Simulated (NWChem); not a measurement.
System: C3HClF2; SMILES FC=C=C(F)Cl

Parts of the log:

```
             Northwest Computational Chemistry Package (NWChem) 7.3.0
             --------------------------------------------------------

                             Geometry "geometry" -> ""
                             -------------------------

 Output coordinates in angstroms (scale by  1.889725989 to convert to a.u.)

  No.       Tag          Charge          X              Y              Z
 ---- ---------------- ---------- -------------- -------------- --------------
    1 F                    9.0000     0.30901100    -2.88033900    -0.44322600
    2 C                    6.0000     0.07561000    -1.95152000     0.49987900
    3 C                    6.0000    -0.16892200    -0.68448000     0.23385000
    4 C                    6.0000    -0.39466700     0.59610400     0.03332400
    5 F                    9.0000    -1.60932600     1.12544700    -0.13689800
    6 Cl                  17.0000     0.84981500     1.80409900    -0.04421800
    7 H                    1.0000     0.11192100    -2.37945100     1.51897100

 Effective nuclear repulsion energy (a.u.)     253.3900552077

                                 NWChem DFT Module
                                 -----------------

 Summary of "ao basis" -> "ao basis" (spherical)
 ------------------------------------------------------------------------------
       Tag                 Description            Shells   Functions and Types
 ---------------- ------------------------------  ------  ---------------------
 F                          def2-svp                 6       14   3s2p1d
 C                          def2-svp                 6       14   3s2p1d
 Cl                         def2-svp                 8       18   4s3p1d
 H                          def2-svp                 3        5   2s1p

 in cosmo_initialize ...
 calling solv_data for solv:octanol

 solvent parameters
 solvname_short: octanol
 solvname_long:  1-octanol
 dielec:        9.8629
 dielecinf:     2.0435
 nonaqueous SMD model solvent descriptors
 dielec:        9.8629
 sola:          0.3700
 solb:          0.4800
 solc:          0.0000
 solg:         39.0100
 solh:          0.0000
 soln:          1.4295

          ---------------
          -cosmo- solvent
          ---------------
 Cosmo: York-Karplus, doi: 10.1021/jp992097l
 dielectric constant -eps-     =   9.86
 screen = (eps-1)/(eps    )    =   0.89861
 surface charge correction     = lagrangian

   van der Waals surface
 --------------------------

 ---------- ATOMIC COORDINATES (A.U.) ------------ VDWR(ANG.) --
     1    0.58394612   -5.44305146   -0.83757569     1.730
     2    0.14288218   -3.68783806    0.94463434     1.850
     3   -0.31921629   -1.29347964    0.44191242     1.850
     4   -0.74581249    1.12647322    0.06297323     1.850
     5   -3.04118517    2.12678644   -0.25869971     1.730
     6    1.60591749    3.40925277   -0.08355990     2.380
     7    0.21150002   -4.49651039    2.87043897     1.200
 number of segments per atom =        128
 number of   points per atom =        128
 atom (   nspa,  nppa )
 ----------------------
    1 (     85,     0 )       0
    2 (     50,     0 )       0
    3 (     52,     0 )       0
    4 (     19,     0 )       0
    5 (     81,     0 )       0
    6 (     97,     0 )       0
    7 (     55,     0 )       0
 number of -cosmo- surface points =      439
 molecular surface =    136.446 angstrom**2
 molecular volume  =    113.344 angstrom**3
 -lineq- algorithm             =   0
 -bem- low  level              =   3
 -bem- from -octahedral-
 gaussian surface charge width =   4.50000
 degree of switching           =   1.00000
 switching function tolerance  =   0.00010
 atomic radii =
 --------------
    1  9.000  1.730
    2  6.000  1.850
    3  6.000  1.850
    4  6.000  1.850
    5  9.000  1.730
    6 17.000  2.380
    7  1.000  1.200
 ...... end of -cosmo- initialization ......

 nat:                     7
 ixmem:                  2814
 calling mnsol_interface()
 G(SMD-CDS) energy (kcal/mol)  =     1.108
 SMD-CDS SASA (angstrom**2)    =   140.080

[...]

                                COSMO-SMD solvation results
                                ---------------------------

             internal energy in gas <Psi(g)|H|Psi(g)> =      -774.195917575438
         internal energy in solvent <Psi(s)|H|Psi(s)> =      -774.195241465640
                               delta internal energy  =         0.000676109798 (    0.42 kcal/mol)
   total free energy in solvent <Psi(s)|H+V/2|Psi(s)> =      -774.200050758346
 polarization energy contribution <Psi(s)|V/2|Psi(s)> =        -0.004809292706 (   -3.02 kcal/mol)
    total free energy in solvent including G(SMD-CDS) =      -774.198284740221
                       G(SMD-CDS) energy contribution =         0.001766018125 (    1.11 kcal/mol)
     1 M fixed-concentration free energy of solvation =        -0.002367164783 (   -1.49 kcal/mol)

                       DFT Final Molecular Orbital Analysis
                       ------------------------------------

 Vector   25  Occ=2.000000D+00  E=-4.149229D-01
              MO Center=  6.7D-01,  1.5D+00, -2.7D-02, r^2= 2.0D+00
   Bfn.  Coefficient  Atom+Function         Bfn.  Coefficient  Atom+Function
  ----- ------------  ---------------      ----- ------------  ---------------
    81      0.456416  6 Cl px                82     -0.377467  6 Cl py
    78      0.356100  6 Cl px                79     -0.284622  6 Cl py
    75      0.202252  6 Cl px                76     -0.162310  6 Cl py
    60     -0.152494  5 F  px                63      0.115241  5 F  px
    32      0.114587  3 C  px                83      0.092246  6 Cl pz

 Vector   26  Occ=2.000000D+00  E=-3.479468D-01
              MO Center=  3.6D-02, -1.0D+00,  2.2D-01, r^2= 2.8D+00
   Bfn.  Coefficient  Atom+Function         Bfn.  Coefficient  Atom+Function
  ----- ------------  ---------------      ----- ------------  ---------------
    32      0.401811  3 C  px                18      0.358206  2 C  px
    35      0.285548  3 C  px                 4      0.245093  1 F  px
    82      0.221483  6 Cl py                 7     -0.197165  1 F  px
    21      0.183573  2 C  px                79      0.169096  6 Cl py
    33      0.094858  3 C  py                76      0.094957  6 Cl py

 Vector   27  Occ=2.000000D+00  E=-3.335817D-01
              MO Center= -2.0D-02,  2.2D-01,  1.2D-01, r^2= 2.9D+00
   Bfn.  Coefficient  Atom+Function         Bfn.  Coefficient  Atom+Function
  ----- ------------  ---------------      ----- ------------  ---------------
    34      0.393177  3 C  pz                83     -0.366467  6 Cl pz
    48      0.331518  4 C  pz                37      0.288864  3 C  pz
    80     -0.252187  6 Cl pz                62      0.182158  5 F  pz
    51      0.161294  4 C  pz                65     -0.149446  5 F  pz
    77     -0.143305  6 Cl pz                89     -0.106059  7 H  s

 Vector   28  Occ=0.000000D+00  E= 3.297585D-03
              MO Center= -1.9D-02, -8.3D-01,  2.8D-01, r^2= 3.3D+00
   Bfn.  Coefficient  Atom+Function         Bfn.  Coefficient  Atom+Function
  ----- ------------  ---------------      ----- ------------  ---------------
    21      0.512878  2 C  px                18      0.449446  2 C  px
    35     -0.349919  3 C  px                49     -0.350380  4 C  px
    82     -0.344649  6 Cl py                32     -0.323892  3 C  px
    46     -0.245668  4 C  px                31      0.230575  3 C  s
    45     -0.224930  4 C  s                 74      0.223346  6 Cl s

 Vector   29  Occ=0.000000D+00  E= 1.145309D-02
              MO Center= -1.8D-01, -3.1D-01,  1.6D-01, r^2= 3.0D+00
   Bfn.  Coefficient  Atom+Function         Bfn.  Coefficient  Atom+Function
  ----- ------------  ---------------      ----- ------------  ---------------
    51      0.541155  4 C  pz                48      0.482015  4 C  pz
    37     -0.440817  3 C  pz                34     -0.356298  3 C  pz
    90      0.276689  7 H  s                  3     -0.238036  1 F  s
    83     -0.222149  6 Cl pz                23     -0.210178  2 C  pz
    22     -0.182078  2 C  py                65     -0.174558  5 F  pz

 Vector   30  Occ=0.000000D+00  E= 1.050260D-01
              MO Center=  1.6D-01,  1.1D+00,  1.9D-02, r^2= 2.6D+00
   Bfn.  Coefficient  Atom+Function         Bfn.  Coefficient  Atom+Function
  ----- ------------  ---------------      ----- ------------  ---------------
    45      1.709790  4 C  s                 74     -0.684639  6 Cl s
    81      0.673672  6 Cl px                31     -0.653223  3 C  s
    36     -0.550088  3 C  py                82      0.547497  6 Cl py
    44      0.478110  4 C  s                 47      0.346923  4 C  py
    59     -0.338120  5 F  s                 49      0.298059  4 C  px

     Multipole analysis of the density
     ---------------------------------

     L   x y z        total         alpha         beta         nuclear
     -   - - -        -----         -----         ----         -------
     0   0 0 0     -0.000000    -27.000000    -27.000000     54.000000

     1   1 0 0      0.189273      0.162603      0.162603     -0.135934
     1   0 1 0     -0.323035     -0.404185     -0.404185      0.485335
     1   0 0 1      0.675852      0.197645      0.197645      0.280562

     2   2 0 0    -29.953920    -82.110333    -82.110333    134.266745
     2   1 1 0      0.965128      0.692045      0.692045     -0.418963
     2   1 0 1      0.115231     -0.285580     -0.285580      0.686392
     2   0 2 0    -28.883083   -326.648059   -326.648059    624.413036
     2   0 1 1     -3.285060      1.145921      1.145921     -5.576901
     2   0 0 2    -27.530427    -24.677095    -24.677095     21.823763
```

Level: M06-2X/def2-SVP, SMD on the gas-phase geometry. Coordinates come from a PBE-D3(BJ)/def2-SVP optimisation. Solvent: 1-octanol.

Problem. Write an input that gives this output.

Solution. This is not unique; one that fits is the input that was run:
```
start job
memory heap 200 mb stack 900 mb global 1100 mb
geometry units angstroms noautosym nocenter noautoz
  F      0.309011    -2.880339    -0.443226
  C      0.075610    -1.951520     0.499879
  C     -0.168922    -0.684480     0.233850
  C     -0.394667     0.596104     0.033324
  F     -1.609326     1.125447    -0.136898
  Cl     0.849815     1.804099    -0.044218
  H      0.111921    -2.379451     1.518971
end
basis spherical
  * library def2-svp
end
dft
  xc m06-2x
  iterations 150
end
cosmo
  do_cosmo_smd true
  solvent octanol
end
task dft energy
```
